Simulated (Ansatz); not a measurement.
Gas-phase electronic energies from Ansatz, PBE0-D4/def2-TZVP geometries. CBS: MP2 limit from def2 TZ/QZ plus the TZ coupled-cluster correction, frozen cores. This one scheme is used for every species. DFT in def2-TZVPP. Each species was taken in one conformer, which may not be the lowest.

`CO[SiH](N)[SiH3]` + H₂S → `N[SiH]([SiH3])S` + CH₃OH  (ligand exchange at the Si–O bond)

`CO[SiH](N)[SiH3]`:

Z-matrix (Å, degrees):
```
C
O 1 1.406
H 1 1.098 2 111.7
H 1 1.091 2 108.5 3 119.1
H 1 1.096 2 111.5 3 -121.5
Si 2 1.650 1 123.0 3 56.8
Si 6 2.351 2 110.6 1 -55.6
N 6 1.710 2 116.5 1 64.5
H 6 1.482 2 102.8 1 -177.5
H 7 1.489 6 112.1 2 -33.7
H 7 1.493 6 110.4 2 86.4
H 7 1.488 6 110.4 2 -154.7
H 8 1.005 6 122.5 2 -87.6
H 8 1.007 6 122.6 2 71.8
```

H₂S:

Cartesian coordinates in Å:
```
S 0.072 0.129 -0.602
H 0.665 0.564 0.520
H -0.737 -0.693 0.082
```

`N[SiH]([SiH3])S`:

Z-matrix (Å, degrees):
```
Si
Si 1 2.339
S 1 2.161 2 107.6
N 1 1.713 2 110.4 3 120.9
H 1 1.487 2 112.3 3 -120.7
H 2 1.488 1 112.1 3 168.7
H 2 1.489 1 109.6 3 47.9
H 2 1.489 1 109.2 3 -70.7
H 3 1.344 1 94.9 2 -47.7
H 4 1.007 1 120.7 2 -53.7
H 4 1.007 1 120.1 2 159.7
```

CH₃OH:

Z-matrix (Å, degrees):
```
C
O 1 1.409
H 1 1.097 2 112.4
H 1 1.090 2 107.0 3 -118.5
H 1 1.097 2 112.4 3 123.0
H 2 0.959 1 108.5 3 -61.6
```

Problem. Is it downhill or uphill in electronic energy at CCSD(T)/CBS, and by how much? (Estimate.)

Solution. Ansatz gave: Uphill: ΔE = +39.8 kJ/mol.

Problem. What do these levels give: r2SCAN-D4, PBE0-D4, PBE, CCSD(T)/def2-TZVPP, MP2/def2-QZVPP, HF/CBS(def2)? (Best estimate.)

Solution. The calculation gave: r2SCAN-D4 38.3, PBE0-D4 30.9, PBE 28.6, CCSD(T)/def2-TZVPP 43.9, MP2/def2-QZVPP 39.0, HF/CBS(def2) 49.3 kJ/mol.

Largest T1 diagnostic among the species: 0.012.

In def2-TZVPP, CCSD(T) changes the Hartree–Fock value by −4.2 kJ/mol (the triples alone add −1.3 kJ/mol) and MP2 by −7.1 kJ/mol.
